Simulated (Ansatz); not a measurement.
`F[SiH2]F` + `C=N` → `C=N[SiH2]F` + H–F at 500 K and 1 bar (ligand exchange at the Si–F bond).

Computed with Ansatz on PBE0-D4/def2-TZVP structures; ΔE is electronic, products minus reactants. CCSD(T)/CBS adds triple-zeta CCSD(T) − MP2 to the extrapolated MP2 energy (def2 sets, frozen cores). This one scheme is used for every species. One conformer a species, not always the lowest.

```
     species  CCSD(T)/CBS energy (Eh)  H − E (kJ/mol)  S (J/(mol·K))
  `F[SiH2]F`               -489.99391            85.3          295.3
       `C=N`                -94.52360           124.2          249.5
`C=N[SiH2]F`               -484.08456           168.9          351.4
         H–F               -100.39570            39.4          188.7
```

H − E and S are ideal-gas, rigid-rotor, harmonic terms from PBE0-D4/def2-TZVP, for one conformer and one mirror image of each species. 1 Eh = 2625.50 kJ/mol, R = 8.31446 J/(mol·K).

By hand: ΔE, ΔH, ΔS and ΔG.

ΔE = (-484.08456) + (-100.39570) − (-489.99391) − (-94.52360) = 0.03725 Eh = 97.8 kJ/mol. Δ(H − E) = 168.9 + 39.4 − 85.3 − 124.2 = -1.2, so ΔH = 96.6 kJ/mol. ΔS = 351.4 + 188.7 − 295.3 − 249.5 = -4.7 J/(mol·K). ΔG = 96.6 − 500 × (-4.7)/1000 = 98.9 kJ/mol.

By hand: the equilibrium constant, and the temperature at which ΔG would vanish if ΔH and ΔS stayed fixed.

log₁₀ K = −ΔG/(RT ln 10) = -10.3. ΔH and −TΔS have one sign here, so there is no such temperature.

The number of gas molecules stays the same, so ΔS is small and ΔH decides. A doubt of 5 kJ/mol in ΔE shifts log₁₀ K by 0.5 here. Other conformers and mirror images would add mixing entropy, several J/(mol·K) or more a flexible species. These are equilibria of isolated gas molecules and say nothing of rates. Largest T1 diagnostic: 0.013 (customary marks: 0.02 for closed shells, 0.045 for open ones).

ΔS is within the doubt of such terms, so its sign, and with it that verdict, could turn.
